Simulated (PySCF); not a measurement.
**Ionisation energy of C(5+) by level of theory**

C(5+) 1s1 (2S) → C(6+) (bare nucleus), as a difference of total energies. All numbers are calculated (PySCF 2.14, the non-relativistic Hamiltonian (point nucleus), in an uncontracted even-tempered set (15 s from 1.2 bohr⁻², ratio 2.2; 7 p from 1.9 bohr⁻², ratio 2.4; 4 d from 5.8 bohr⁻², ratio 2.4; 3 f from 8.8 bohr⁻², ratio 2.4; 3 g from 13 bohr⁻², ratio 2.4)). The calculations carry no spin-orbit coupling.

```
 method  ionisation energy (eV)  difference from reference (eV)
    UHF                  489.80                           -0.19
    LDA                  483.75                           -6.24
    PBE                  488.92                           -1.07
   PBE0                  489.18                           -0.81
 r2SCAN                  489.81                           -0.18
r2SCAN0                  489.81                           -0.18
```

Reference: 489.99 eV (theoretical estimate listed by NIST; NIST Atomic Spectra Database, ionization energies).
